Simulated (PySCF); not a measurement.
Compound: C7H15B.
Geometry (PBE0-D3(BJ)/def2-SVP, Å), atoms numbered from 1 in this order:
```
atom  x, y, z in Å
C1     3.3005    0.0135    0.5411
C2     2.1508   -0.9156    0.9049
C3     0.9143   -0.8007    0.0075
B4    -0.1138   -1.9781    0.1283
C5    -1.6164   -1.7660   -0.2526
C6    -2.0908   -0.3131   -0.2362
C7    -1.0368    0.6395   -0.7904
C8     0.2678    0.5901   -0.0007
H9     3.0167    1.0741    0.6222
H10    4.1661   -0.1434    1.2030
H11    3.6377   -0.1596   -0.4942
H12    2.5041   -1.9600    0.8852
H13    1.8482   -0.7262    1.9509
H14    1.2540   -1.0129   -1.0389
H15    0.2929   -3.0954    0.3855
H16   -1.6468   -2.1658   -1.2914
H17   -2.2888   -2.4392    0.3052
H18   -3.0368   -0.1975   -0.7912
H19   -2.3163   -0.0185    0.8046
H20   -1.4289    1.6698   -0.7968
H21   -0.8327    0.3863   -1.8480
H22    0.9677    1.3440   -0.3978
H23    0.0650    0.8908    1.0443
```

The calculation used PySCF 2.14.0, density-fitted response routines, TDDFT PBE0/def2-SVPD, vertical, gas phase, core orbitals frozen in the response.

Frontier orbitals with the atoms that hold most of them (Löwdin shares over 4%, at most four atoms; ? is withheld):

| orbital | ε (eV) | atoms |
| --- | --- | --- |
| HOMO-3 | -9.03 | C6 16%, C7 16%, H19 9%, H21 9% |
| HOMO-2 | -8.92 | C3 15%, C2 13%, C8 13%, H13 8% |
| HOMO-1 | -8.06 | ? |
| HOMO | -7.68 | C3 21%, B4 19%, C5 12%, C8 8% |
| LUMO | -0.71 | ? |
| LUMO+1 | 0.65 | B4 32%, H17 5%, C5 5%, C1 5% |
| LUMO+2 | 1.14 | C1 21%, H10 9%, C2 8%, H9 7% |

(1) Which atoms hold the LUMO, and with what shares?

(2) Give the leading atoms of the HOMO-1.

(3) The HOMO–LUMO gap is 6.97 eV. Where does the response calculation put the lowest singlet, and from which orbitals?

(4) Give energy, strength and leading configuration of S1, S2, S3, S6 and S7, and follow the Löwdin shares of the leading atoms from the occupied to the empty orbital.

Results:

(1) B4 (bonded to 2 C and H) 46%; C5 (bonded to B, C and 2 H) 12%; C3 (bonded to B, 2 C and H) 12%; H15 (bonded to B) 8%. By element: boron 46%, carbon 24% or more, hydrogen 8% or more.

(2) B4 (bonded to 2 C and H) 17%; C5 (bonded to B, C and 2 H) 14%; H15 (bonded to B) 12%; C3 (bonded to B, 2 C and H) 10%. By element: carbon 25% or more, boron 17%, hydrogen 12% or more.

(3) S1 is at 5.35 eV (f = 0.0008), 1.61 eV below the gap, made of HOMO→LUMO (98%). 

(4) 
- S1 (5.35 eV, f 0.0008), HOMO→LUMO (98%): C3 21% → 12%, B4 19% → 46%, C5 12% → 12%
- S2 (5.73 eV, f 0.0021), HOMO-1→LUMO (95%): B4 17% → 46%, C5 14% → 12%
- S3 (7.00 eV, f 0.016), HOMO-2→LUMO (81%): C3 15% → 12%, C2 13% → at most 9%, B4 at most 9% → 46%, C5 at most 9% → 12%
- S6 (7.26 eV, f 0.0010), HOMO→LUMO+1 (89%): C3 21% → at most 5%, B4 19% → 32%, H17 at most 9% → 5%
- S7 (7.65 eV, f 0.016), HOMO-1→LUMO+1 (92%): B4 17% → 32%, C5 14% → 5%, H17 at most 11% → 5%

One conformer stands for the species.
